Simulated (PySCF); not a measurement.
Al(OSiH3)2 (AlH₆O₂Si₂), SMILES [SiH3][O][Al+][O][SiH3], charge +1. Atoms are numbered in the order given.

```xyz
11

Al     0.0000     0.0000     0.0000
O      0.0000     0.0000     1.6198
Si     0.0000     0.0000     3.3402
H      0.9973     1.0198     3.7467
H      0.3845    -1.3736     3.7467
H     -1.3818     0.3538     3.7467
O      0.0000     0.0000    -1.6198
Si     0.0000     0.0000    -3.3402
H      0.9973    -1.0198    -3.7467
H      0.3845     1.3736    -3.7467
H     -1.3818    -0.3538    -3.7467
```
Charge +1, spin multiplicity 1.

The structure is a stationary point at PBE0-D3(BJ)/def2-SVP. The multiplicity is an assumed one; no other spin state was optimised. The isomer is the one that the SMILES or the coordinates give; other isomers of the formula were not compared. The values are those of a single conformer.

Computed with B3LYP/pcSseg-1 (PySCF).

GIAO shieldings, no solvent; atoms alike by connectivity are averaged. δ = σ(ref) − σ: ¹⁷O against H2O (σ = 333.8 ppm); ²⁹Si against TMS (σ = 338.7 ppm); ¹H against TMS (σ = 31.68 ppm), references at their B3LYP-D3(BJ)/def2-TZVP geometries, non-relativistic.

Question: Estimate the chemical shifts. (The exact figures need the calculation; the answer reports its results.)

Answer: 
```
nucleus                     atoms  count  δ (ppm)
-------  ------------------------  -----  -------
¹⁷O                        O2, O7      2      0.6
²⁹Si                     Si3, Si8      2     -1.5
¹H       H4, H5, H6, H9, H10, H11      6     5.69
```
